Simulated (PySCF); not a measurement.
The complex Nb(NH2)4 (charge 0) contains Nb(IV), shell d1. The structure is a PBE0-D3(BJ)/def2-TZVP geometry optimised for multiplicity 2; coordination tetrahedral, point group D2d, metal–donor distances 1.99 Å.

The d shell alone is too small an active space for Nb(NH2)4 (an active orbital has only 0.59 squared overlap with the free ion's shell): its levels, fitted parameters, g values and moments show what this model gives and aren't sound predictions.

```
13

Nb    0.0000    0.0000    0.0000
N     1.0791    1.1795    1.1795
H     1.5019    0.8869    2.0515
H     1.5019    2.0515    0.8869
N     1.0791   -1.1795   -1.1795
H     1.5019   -0.8869   -2.0515
H     1.5019   -2.0515   -0.8869
N    -1.0791   -1.1795    1.1795
H    -1.5019   -2.0515    0.8869
H    -1.5019   -0.8869    2.0515
N    -1.0791    1.1795   -1.1795
H    -1.5019    2.0515   -0.8869
H    -1.5019    0.8869   -2.0515
```

Method (PySCF 2.14, density fitting): CASSCF(1,5) with orbitals averaged over all microstates of the shell, strongly contracted NEVPT2 on the averaged canonical orbitals; basis x2c-TZVPall on the metal, x2c-SVPall elsewhere; spin-free X2C; gas phase; spin-orbit coupling by state interaction with the mean-field operator over all roots.

What is the ground state?

2B1 (from 2E) (S = 1/2, orbital degeneracy 1), orbital occupations from the lowest 1.0 0.0 0.0 0.0 0.0, by NEVPT2.

Where do the spin-allowed transitions within the shell lie?

By NEVPT2: 2A1 (from 2E) at 16271 cm⁻¹ (615 nm); 2E (from 2T2) at 21130 cm⁻¹ (473 nm); 2B2 (from 2T2) at 28849 cm⁻¹ (347 nm). The strongest, at 21130 cm⁻¹, has f = 1.2e-02.

What ligand-field parameters describe the result?

At NEVPT2 level: orbital energies 0, 16271, 21130, 21130, 28849 cm⁻¹; 10Dq = 15568 cm⁻¹ (difference of the means of the two sets); ζ = 412 cm⁻¹ (free ion 721), lowered by covalency.

What magnetic behaviour follows?

The ground doublet has g = 1.906, 1.968, 1.968. μeff is 1.70 μB at 300 K and 1.69 μB at 10 K; the spin-only value is 1.73 μB.

Charge-transfer states lie outside this active space and may come lower than some of these levels. NEVPT2 lifts 2A1 (from 2E) from 14002 to 16271 cm⁻¹; on the d shell alone such lifts tend to overshoot. NEVPT2 on the d shell alone tends to put d–d bands too high for such charged or covalently bound ions.

The job took 9.1 s on one thread of Arm Neoverse V2 (shared host), with 159 basis functions, launched as `OMP_NUM_THREADS=1 python lf_run.py task.json out`.
